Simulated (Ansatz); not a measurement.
Gas-phase electronic energies from Ansatz, PBE0-D4/def2-TZVP geometries. CCSD(T)/CBS is the MP2 limit (def2-TZVPP, def2-QZVPP) plus CCSD(T) − MP2 in def2-TZVPP, frozen cores. DFT in def2-TZVPP. Each species was taken in one conformer, which may not be the lowest.

Reaction (isomerisation): `C=C[Si](O)(O)F` → `CC(=O)O[SiH2]F`

| level | ΔE (kJ/mol) |
| --- | --- |
| r2SCAN0-D4 | 121.4 |
| BHLYP-D4 | 127.4 |
| BLYP | 108.6 |
| r2SCAN0 | 120.8 |
| LC-ωPBE | 108.2 |
| SCS-MP2/def2-TZVPP | 124.8 |
| CCSD(T)/def2-TZVPP | 127.2 |
| MP2/CBS(def2) | 140.8 |

(1) What does CCSD(T)/CBS give? (Estimate.)

Largest T1 diagnostic among the species: 0.014.

Answers

(1) Ansatz gave: +136.8 kJ/mol. The listed levels differ from it by -15.4, -9.4, -28.2, -16.0, -28.6, -12.0, -9.6, 4.0 kJ/mol.

From r2SCAN to r2SCAN0 (25 % exact exchange), in def2-TZVPP and without D4, ΔE moves by +7.2 kJ/mol. In def2-TZVPP, CCSD(T) changes the Hartree–Fock value by +9.8 kJ/mol (the triples alone add −2.7 kJ/mol) and MP2 by +13.9 kJ/mol. At CCSD(T), def2-SVP lies −66.9 kJ/mol from the extrapolated value and def2-TZVPP −9.6 kJ/mol.
